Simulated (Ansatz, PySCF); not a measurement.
Stretching the Si2–N1 bond in H5NSi (SMILES N[SiH3]) (multiplicity 1 held, fragments rigid). Energies count from the point at 1.724 Å.
Geometry at that point (charge 0, multiplicity 1):
| atom | x (Å) | y (Å) | z (Å) |
|---|---|---|---|
| N | 1.1401 | -0.0792 | -0.1102 |
| Si | -0.5733 | 0.0471 | 0.0303 |
| H | 1.7367 | 0.6014 | 0.3334 |
| H | 1.5818 | -0.9850 | -0.1282 |
| H | -1.1412 | -0.2861 | 1.3661 |
| H | -0.9523 | 1.4463 | -0.2735 |
| H | -1.1795 | -0.8820 | -0.9509 |

U- levels take the lowest unrestricted solution at each point, which mixes spins at long bonds. Active spaces are followed from a long bond inwards. Left out are points that failed, MP2 points in a non-variational dive below the minimum, coupled-cluster points behind a sign of a changed root (a jump of the amplitudes, or a one-step jump against full CI or MRCI), small-basis points behind a change of solution, and semi-empirical points at long bonds. Levels need not reach the same state.

Cores are frozen in the correlated methods. Rows in 6-31G* carry no dispersion term and start afresh at each structure (6-31G* with six Cartesian d functions).

Run with Ansatz (a first-principles code); PySCF for 6-31G* rows. Values without a source in brackets are computed.

Energies in eV.

```tsv
R (Å)	U-B3LYP/6-31G*	U-SCS-MP2/cc-pV(T+d)Z	CASSCF(2,2)/cc-pV(T+d)Z	SC-NEVPT2 on CASSCF(2,2)/cc-pV(T+d)Z	FIC-MRCISD on CASSCF(2,2)/cc-pV(T+d)Z	FIC-MRCISD+Q on CASSCF(2,2)/cc-pV(T+d)Z
1.379	3.28	3.14	2.98	3.07	3.06	3.13
1.551	0.63	0.56	0.56	0.56	0.54	0.56
1.724	0.00	0.00	0.00	0.00	0.00	0.00
1.896	0.28	0.33	0.32	0.32	0.35	0.33
2.069	0.93	1.03	0.98	1.01	1.05	1.03
2.327	2.07	2.25	2.11	2.21	2.25	2.22
2.586	3.13	4.11	3.09	3.31	3.32	3.30
3.017	4.07	4.79	3.93	4.46	4.33	4.33
3.448	4.26	4.78	4.01	4.68	4.50	4.52
3.965	4.31	4.76	3.99	4.70	4.51	4.54
4.654	4.33	4.76	3.98	4.71	4.51	4.54
5.516	left out	4.76	3.98	4.71	4.52	4.55
```

Doubts at one or more of the structures used: a spin-contaminated determinant (U-B3LYP/6-31G*, U-SCS-MP2/cc-pV(T+d)Z).
